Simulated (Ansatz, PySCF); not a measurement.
Lewis adduct: BH3 (SMILES B) (first 4 atoms) with C2H6S (SMILES CSC); geometry from B3LYP-D3(BJ)/def2-TZVP, rigid monomers moved along the line of their centres of mass till B1···S6 is 1.77 Å.
(charge 0, multiplicity 1):
```xyz
13

B     -0.3293     0.6027     0.7595
H      0.0017    -0.2209    -0.0559
H     -1.4951     0.9039     0.7056
H      0.4334     1.5290     0.8904
C      1.5177    -0.5835     2.4692
S     -0.2553    -0.3177     2.2643
C     -0.5315     0.9564     3.5118
H      1.7209    -0.9982     3.4549
H      1.8190    -1.2920     1.7007
H      2.0435     0.3584     2.3219
H     -0.3431     0.5527     4.5050
H     -1.5734     1.2575     3.4266
H      0.1118     1.8101     3.3048
```

Counterpoise-corrected where a basis set is named; no monomer relaxation.

Frozen-core correlation.

The values were computed with Ansatz (Gaussian basis) for Hartree–Fock, density functionals and correlated methods; PySCF for the dispersion terms. Values without a source in brackets are computed.

PBE/def2-TZVPPD gives -36.84 kcal/mol for the interaction energy.

Predict the shift from PBE, with its sign, for: PBE-D3(BJ)/def2-TZVPPD, r2SCAN/def2-TZVPPD, PBE0/def2-TZVPPD, wB97M-V/def2-TZVPPD, MP2/aug-cc-pV(D+d)Z, CCSD(T)/aug-cc-pV(D+d)Z.

PBE-D3(BJ)/def2-TZVPPD -2.49; r2SCAN/def2-TZVPPD -0.59; PBE0/def2-TZVPPD 0.73; wB97M-V/def2-TZVPPD 3.45; MP2/aug-cc-pV(D+d)Z 9.78; CCSD(T)/aug-cc-pV(D+d)Z 12.65 kcal/mol. 4 of 6 lie above PBE; the widest gap is to CCSD(T)/aug-cc-pV(D+d)Z.

Ansatz is a first-principles code.
